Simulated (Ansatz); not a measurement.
A CCSD(T) single point on `B[S][GaH][SiH3]`.

```yaml
crystal:
  periodic: [false, false, false]
  atoms:
    - {symbol: B, position_ang: [-0.552028, 1.856537, -1.004115]}
    - {symbol: S, position_ang: [0.920494, 1.210795, -1.765892]}
    - {symbol: Ga, position_ang: [1.266844, -0.651197, -0.574954]}
    - {symbol: Si, position_ang: [-0.275797, -1.196467, 1.193024]}
    - {symbol: H, position_ang: [-0.993374, 2.877114, -1.438062]}
    - {symbol: H, position_ang: [-1.087203, 1.298350, -0.092270]}
    - {symbol: H, position_ang: [2.538895, -1.444158, -1.039696]}
    - {symbol: H, position_ang: [-1.649107, -1.371047, 0.648699]}
    - {symbol: H, position_ang: [0.131294, -2.464221, 1.858494]}
    - {symbol: H, position_ang: [-0.300018, -0.115717, 2.214772]}
basis:
  gaussian: {orbitals: def2-SVP}
correlation: {method: ccsd_t}
```

```sh
$ ansatz run in.yaml --threads 2 --pin off --events-out ev --progress --plain --max-ram 32768MiB --backend cpu
```

The program prints (abridged):

```
Functional definition: HF
1101 factors; integrals over basis functions are off by at most 1.2e-3 eV
mean field evaluation 1: about -71766.8322 eV, gradient 1.8e1 eV
mean field evaluation 2: about -71766.8355 eV, gradient 1.8e1 eV
mean field evaluation 4: about -71768.4727 eV, gradient 3.5e0 eV
mean field evaluation 8: about -71768.5073 eV, gradient 3.0e-4 eV
mean field -71768.50731582 eV, -2637.4439974151 hartree, gradient 1.6e-6 eV, S^2 0.000000; 0 other end points of the search recorded, 0 dependent functions left out
20 core orbitals not correlated: weight in the atoms' cores, before any rotation towards them, 1.000 or more for the frozen orbitals, at most 0.000 for the correlated occupied ones
reference -71768.50731582 eV, -2637.4439974151 hartree; 16, 16 occupied and 76, 76 virtual orbitals, 1101 factors
second order -14.42410900 eV of doubles, -0.00000000 eV of singles
cycle   1  -15.05375686 eV  change   -6.3e-1 eV  update   1.1e-1
cycle   2  -15.65822647 eV  change   -6.0e-1 eV  update   3.5e-2
cycle   3  -15.75377742 eV  change   -9.6e-2 eV  update   1.8e-2
cycle   4  -15.74569283 eV  change    8.1e-3 eV  update   5.2e-3
cycle   5  -15.74369762 eV  change    2.0e-3 eV  update   1.9e-3
cycle   6  -15.74350911 eV  change    1.9e-4 eV  update   7.2e-4
cycle   7  -15.74330228 eV  change    2.1e-4 eV  update   2.4e-4
cycle   8  -15.74341505 eV  change   -1.1e-4 eV  update   9.3e-5
cycle   9  -15.74344382 eV  change   -2.9e-5 eV  update   3.1e-5
perturbative correction -0.51731701 eV, -0.0190110496 hartree
Total energy: -71784.76807665 eV, -2638.0415693537 hartree
```

Run time 8.5 s (2 threads of an AMD EPYC 7R13 on a shared host); peak host memory 0.5 GiB.

MP2 recovers 88.7 % of the CCSD(T) correlation energy and the triples give 3.2 %; T1 = 0.0141.
